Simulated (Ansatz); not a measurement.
Be3⁺. The state is a doublet with charge 1. Geometry PBE0/def2-TZVP, basis def2-TZVP, Ansatz.

```xyz
3

Be    0.000    0.000    0.000
Be   -1.652   -1.440   -0.094
Be    1.652    1.440    0.094
```

```json
{"run": "A", "HOMO (eV)": "-9.44", "LUMO (eV)": "-8.62"}
{"run": "B", "HOMO (eV)": "-9.97", "LUMO (eV)": "-8.08"}
{"run": "C", "HOMO (eV)": "-9.55", "LUMO (eV)": "-8.53"}
{"run": "D", "HOMO (eV)": "-9.33", "LUMO (eV)": "-8.58"}
{"run": "E", "HOMO (eV)": "-11.29", "LUMO (eV)": "-6.42"}
{"run": "F", "HOMO (eV)": "-10.09", "LUMO (eV)": "-7.97"}
```

The structure comes from a short search, and lower isomers may exist.

HOMO and LUMO are taken over both spins.

Q: The runs used LDA (SPW92), PBE, PBE0, r2SCAN, r2SCAN0, ωB97X-V. Estimate which is which.

A: A PBE (0 % exact exchange); B PBE0 (25 % exact exchange); C r2SCAN (0 % exact exchange); D LDA (SPW92) (0 % exact exchange); E ωB97X-V (range-separated); F r2SCAN0 (25 % exact exchange). Exact exchange lowers occupied and raises empty levels; among semilocal functionals meta-GGAs tend to open the gap a little, and such runs are hard to tell apart. The gap grows from 0.75 eV (LDA (SPW92)) to 4.87 eV (ωB97X-V). At r2SCAN/def2-TZVP, ωB97X-V/def2-TZVP, r2SCAN0/def2-TZVP the charge 1 doublet is spin-contaminated (final ⟨S²⟩ up to 0.87, 0.75 for a pure state).
